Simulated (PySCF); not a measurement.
C3H3, SMILES C(#C)[CH2] (connectivity only; charge and spin as stated), charge +1, multiplicity 1. Geometry: PBE0-D3(BJ)/def2-TZVP. The multiplicity is an assumed one; other spin states were not compared. The isomer is the one that the SMILES or the coordinates give; other isomers of the formula were not compared.

TDDFT-PBE/def2-SVPD (PySCF) puts the lowest singlet excitations at 2.19, 5.48, 6.59, 7.36, 8.33, 8.60 eV.

Task: What are the lowest excitation roots from PySCF with ADC(2)/aug-cc-pVDZ? (Estimate from the structure and the level; the computed values follow.)

Result: 2.53, 5.20, 7.74, 8.28, 8.89, 9.21 eV. S1 differs by 0.35 eV (second minus first; roots are paired by order, and the bases may differ).
